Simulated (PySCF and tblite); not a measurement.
Results of a calculation; reference values are marked as such.
System: C₅H₆O₂, numbered as in [CH2:1]=[CH:2]/[C:3]([OH:4])=[CH:5]/[CH:6]=[O:7].

Motion: rotation about the C5–C6 bond (torsion C3–C5–C6–O7 from 0° to 180°, rising). GFN2-xTB gives an electronic barrier of 16.7 kcal/mol and a reaction energy of 8.1 kcal/mol.

Q: What does PBE0/pcSseg-1 + D3(BJ), IEF-PCM chloroform give on GFN2-xTB geometries?

A: A barrier of 21.3 kcal/mol, 4.6 above the tight-binding barrier (from unrounded values), a reaction energy of 9.2 kcal/mol and, with GFN2-xTB thermal terms, ΔG‡(298 K) = 20.2 kcal/mol and k = 0.021 s⁻¹ (2 equivalent paths).

Programs: tblite and PySCF.
